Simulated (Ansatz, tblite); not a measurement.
Cost and result up the ladder for SbH2(iPr) (C3H9Sb) (13 atoms). Charge 0, multiplicity 1. Geometry: r2SCAN-D4/def2-SVP.

```xyz
13

Sb   -0.6002    1.9435    0.5784
H    -0.6014    1.6773    2.2784
H     0.9698    2.6420    0.6670
C     0.1984   -0.0825    0.1440
C     0.7412   -0.1296   -1.2798
C    -0.8839   -1.1280    0.3878
H     1.0234   -0.2276    0.8611
H     1.5478    0.6029   -1.4445
H    -0.0501    0.0685   -2.0233
H     1.1530   -1.1302   -1.5054
H    -0.4956   -2.1430    0.1861
H    -1.2503   -1.1164    1.4269
H    -1.7521   -0.9770   -0.2768
```

Ansatz on 4 threads of Intel Xeon on a shared host; xTB runs through tblite on one thread. Times are rough, summed over both states, and most runs start from the orbitals of an earlier one. PBE0-D4/def2-TZVP serves as the yardstick here, not as an exact answer. The other state is a doublet.

In the def2 sets Sb takes a core potential; there is no spin–orbit coupling. The xTB rows come from tblite.

Raw xTB energies of ions are shifted by several eV.

```
                            level  functions  wall time
                         GFN2-xTB         30    0.021 s
                         GFN1-xTB         39    0.034 s
                 PBE-D4/def2-TZVP        197       11 s
                PBE0-D4/def2-TZVP        197       19 s
r2SCAN-D4/def2-TZVP (with forces)        197       20 s
```

Q: Estimate what each level gives for the vertical IE (eV).

A: 
```tsv
level	vertical IE (eV)	difference from PBE0-D4/def2-TZVP (eV)
GFN2-xTB	12.85	4.06
GFN1-xTB	14.11	5.32
PBE-D4/def2-TZVP	8.68	-0.11
PBE0-D4/def2-TZVP	8.79	0.00
r2SCAN-D4/def2-TZVP (with forces)	8.71	-0.08
```
